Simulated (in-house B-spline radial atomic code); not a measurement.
## Yb⁸⁺: 2s2 2p6 3s2 3p6 3d10 4s2 4p6 4d10 4f12 5s2 5p4 (with a hole in an inner shell)

All numbers are computed (Dirac-Hartree-Fock, average of configuration; Fermi nucleus of rms radius 5.3108 fm) with an all-electron radial atomic-structure program (B-spline basis), not measured.

Screening seen three ways: the hydrogenic charge with the same mean radius, Z_r = [3n² - l(l+1)]/(2<r>), the one with the same energy, Z_e = n√(-2ε), and Slater's rules. Values are occupation-weighted means over j. An effective charge above Z reflects the relativistic contraction of the inner shells.

```tsv
shell	electrons	ε (eV)	<r> (bohr)	Z_r	Z_e	Slater
2s	2	-11266	0.08101	74.07	57.55	67.55
2p	6	-10138	0.07168	69.75	54.59	67.55
3s	2	-2738	0.2101	64.25	42.56	60.75
3p	6	-2371.5	0.2079	60.11	39.61	60.75
3d	10	-1869.3	0.1888	55.61	35.16	50.85
4s	2	-689.1	0.4719	50.86	28.47	44.25
4p	6	-560.74	0.4955	46.42	25.68	44.25
4d	10	-374.08	0.5292	39.68	20.97	32.85
5s	2	-194.52	1.078	34.77	18.91	16.75
4f	12	-166.29	0.6023	29.89	13.98	22.15
5p	4	-157.7	1.188	30.71	17.02	16.75
```

The least bound orbital is 5p3/2 at -154.3 eV, and it is also the most diffuse (<r> = 1.21 bohr).

Spin-orbit splittings of the orbital energies (j = l + 1/2 above j = l - 1/2 when positive): 2p 1157 eV, 3p 251.9 eV, 3d 56.24 eV, 4p 58.73 eV, 4d 11.41 eV, 4f 2.029 eV, 5p 10.33 eV.
